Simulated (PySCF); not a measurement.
This script is equivalent to a calculation on B³⁺ (boron, charge +3).

```python
from pyscf import gto, scf, dft, mp, cc
import basis_set_exchange as bse
mol = gto.M(atom="B 0 0 0", charge=3, spin=0, symmetry="D2h",
            basis=gto.basis.parse(bse.get_basis("aug-cc-pCVTZ-DK", elements=["B"], fmt="nwchem", header=False, augment_diffuse=1)),
            nucmod="G")
mf = dft.UKS(mol, xc="M062X").sfx2c1e()
mf.irrep_nelec = {'Ag': (1, 1)}
mf.kernel()
```

Question: What total energy does it give?

Answer: -22.040 hartree (calculated).

Question: Which occupied shell lies highest, and where?

Answer: 1s, at -245.54 eV.
